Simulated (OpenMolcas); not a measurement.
# W5+: moving or changing the point charges

W5+ among 6 point charges of -1.7 e arranged as a trigonal antiprism (D3d), 2.1 Å from the ion, with a polar angle of 50.4° against the regular 54.74°.
```
   0.0000    1.6171    1.3398  -1.70
  -1.4004   -0.8085    1.3398  -1.70
   1.4004   -0.8085    1.3398  -1.70
   0.0000   -1.6171   -1.3398  -1.70
   1.4004    0.8085   -1.3398  -1.70
  -1.4004    0.8085   -1.3398  -1.70
```

```yaml
Program: OpenMolcas 26.06
Method: CASSCF
Basis: ANO-RCC-VDZP [7s6p4d2f1g]
Scalar_Hamiltonian: DKH2, point nucleus
Active_space: 1 electron in 5 orbitals (5d)
State_averaging: 2S+1 = 2 even, 5 roots
Spin-orbit_coupling: RASSI with atomic mean-field integrals over the reference wave functions
```

Runs around this geometry, states (labels of D3, the rotations of D3d). Energies in cm-1 above the lowest state or level, χT in cm3 K/mol.

```
R (Å)  q (e)  Polar angle / regular  Ground state  First state of that spin  First gap with spin-orbit (degeneracies)  χT at 300 K
  2.1   -1.1                   0.92            2E                  2A1 2912                               2843 (2, 2)        0.150
 1.92   -1.7                   0.92            2E                  2A1 5371                               4512 (2, 2)        0.102
  2.1   -1.7                   0.92            2E                  2A1 4386                               4053 (2, 2)        0.125
 2.28   -1.7                   0.92            2E                  2A1 3599                               3417 (2, 2)        0.146
  2.1   -1.7                   0.99            2E                 2A1 504.6                              515.9 (2, 2)        0.165
```

Taking the first state of the same spin as R^-n, n = -ln(3599 / 5371) / ln(2.28 / 1.92) = 2.3 between the shortest and longest distance.

Scaling the charges by -1.1 / -1.7 = 0.65 scales the first state of the same spin by 2912 / 4386 = 0.66; with fixed orbitals a first-order splitting would follow the charge.

An orbital doublet at a regular site is open to a Jahn-Teller distortion, which this geometry leaves out. Point charges carry no covalency, so the field is a model and not that of real ligands. No measured value stands beside these numbers.
